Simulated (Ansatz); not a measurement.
Molecule: sum formula BNHF$_{2}$ (charge -1, singlet). It need not be the lowest isomer of its formula. Whether it binds its extra electron was not tested at this geometry. 
Structure (B3LYP-D3(BJ)/def2-TZVP (Ansatz, a first-principles code) minimum search):
```
B
N 1 1.3534
H 2 1.0175 1 111.49
F 1 1.3924 2 123.88 3 180.00
F 1 1.4067 2 128.48 3 0.00
```
Charge -1, spin multiplicity 1.

Basis-set convergence of Hartree-Fock and CCSD correlation energies (hartree) with Ansatz. Cores are frozen in the correlated levels unless marked. Spin-orbit coupling is left out. No relativistic terms.

```
basis        functions       E(HF)  E(corr, CCSD)
-----------  ---------  ----------  -------------
aug-cc-pVDZ        101  -278.77779       -0.69116
aug-cc-pVTZ        207           ?              ?
```

Q: Fill in the missing entries.

A: 
- aug-cc-pVTZ, E(HF): -278.85615
- aug-cc-pVTZ, E(corr, CCSD): -0.84488
